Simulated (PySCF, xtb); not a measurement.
6H-1,3-oxazine (C4H5NO), SMILES C1=CN=COC1.

xtb with GFN2-xTB at its own geometry gives an orbital gap of 3.36 eV and a dipole moment of 2.09 D.

The structure is a stationary point at B3LYP-D3(BJ)/def2-SVP. A frequency run showed that this geometry is not a minimum. Other conformers were not sampled.

Q: What does r2SCAN/def2-TZVP (PySCF) give? (The exact figures need the calculation; the answer reports its results.)

A: gap 3.79 eV (levels -5.53 and -1.74 eV), dipole 2.12 D.
